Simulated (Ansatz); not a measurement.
[HoCl6]3- (HoCl₆³⁻). Total charge -3; quintet. Geometry r2SCAN-D4/def2-SVP; atoms count from 1.

| atom | x (Å) | y (Å) | z (Å) |
| --- | --- | --- | --- |
| Ho1 | -0.001 | 0.000 | 0.001 |
| Cl2 | -1.608 | -0.307 | -2.145 |
| Cl3 | 1.607 | 0.309 | 2.147 |
| Cl4 | 1.160 | -2.377 | -0.536 |
| Cl5 | -1.158 | 2.379 | 0.533 |
| Cl6 | -1.833 | -1.239 | 1.548 |
| Cl7 | 1.832 | 1.235 | -1.549 |

In the def2 sets Ho takes a core potential; there is no spin–orbit coupling. With an open 4f shell the SCF may have ended on a state above the lowest. A multiply charged anion in the gas phase is held together partly by the finite basis. The highest occupied level of the charge -3 quintet lies above zero (up to 3.46 eV). The electron is either unbound and held by the finite basis, or the level is raised by self-interaction error.

**Question.** Estimate the Mulliken populations from the PBE0/def2-TZVP orbitals of Ansatz.

**Answer.** 
```csv
atom,charge (e),spin (α − β),d electrons
Ho1,1.43,4.02,10.77
Cl2,-0.74,0.00,–
Cl3,-0.74,0.00,–
Cl4,-0.74,0.00,–
Cl5,-0.74,0.00,–
Cl6,-0.74,0.00,–
Cl7,-0.74,0.00,–
```
Mulliken values depend strongly on the basis.

**Question.** Where does the spin sit?

**Answer.** Summed by element: Ho 4.02, Cl -0.02, of 4 unpaired in all. Largest on single atoms: Ho1 4.02, Cl6 0.00, Cl3 0.00.

**Question.** And the Mayer bond orders between heavy atoms (over 0.3)?

**Answer.** Ho1–Cl2 0.49 (2.70 Å); Ho1–Cl3 0.49 (2.70 Å); Ho1–Cl4 0.49 (2.70 Å); Ho1–Cl5 0.49 (2.70 Å); Ho1–Cl6 0.49 (2.70 Å); Ho1–Cl7 0.49 (2.70 Å).
